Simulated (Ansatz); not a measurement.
Abridged output of a molecular run in Ansatz:

```
Functional definition: HF
947 factors; integrals over basis functions are off by at most 9.2e-4 eV
mean field evaluation 1: about -76087.5162 eV, gradient 3.4e1 eV
mean field evaluation 2: about -76087.6254 eV, gradient 3.4e1 eV
mean field evaluation 4: about -76089.6197 eV, gradient 2.0e0 eV
mean field evaluation 8: about -76089.6420 eV, gradient 1.3e-1 eV
mean field -76089.64207764 eV, -2796.2427709416 hartree, gradient 1.4e-6 eV, S^2 0.000000; 0 other end points of the search recorded, 0 dependent functions left out
12 core orbitals not correlated: weight in the atoms' cores, before any rotation towards them, 1.000 or more for the frozen orbitals, at most 0.000 for the correlated occupied ones
reference -76089.64207764 eV, -2796.2427709416 hartree; 17, 17 occupied and 112, 112 virtual orbitals, 947 factors
second order -23.43657107 eV of doubles, -0.00000000 eV of singles
cycle   1  -23.06877152 eV  change    3.7e-1 eV  update   9.3e-2
cycle   2  -23.51996946 eV  change   -4.5e-1 eV  update   2.6e-2
cycle   3  -23.61164439 eV  change   -9.2e-2 eV  update   1.3e-2
cycle   4  -23.59394074 eV  change    1.8e-2 eV  update   3.1e-3
cycle   5  -23.59246835 eV  change    1.5e-3 eV  update   1.2e-3
cycle   6  -23.59319557 eV  change   -7.3e-4 eV  update   3.2e-4
cycle   7  -23.59294675 eV  change    2.5e-4 eV  update   8.7e-5
cycle   8  -23.59290558 eV  change    4.1e-5 eV  update   2.4e-5
perturbative correction -0.75066282 eV, -0.0275863500 hartree
Total energy: -76113.98564604 eV, -2797.1373805797 hartree
```

Its atoms:

Z-matrix (Å, degrees):
```
B
F 1 1.309
Br 1 1.903 2 120.4
F 1 1.309 2 119.2 3 180.0
```

**Question.** Which basis set was used?
A. def2-TZVPPD
B. cc-pV(Q+d)Z
C. def2-QZVPP
D. def2-TZVPP

**Answer.** D. It gives 141 functions.

**Question.** Write the keys of the input that set method, charge and spin (a neutral closed shell needs none for the last two).

**Answer.** 
```yaml
correlation: {method: ccsd_t}
```
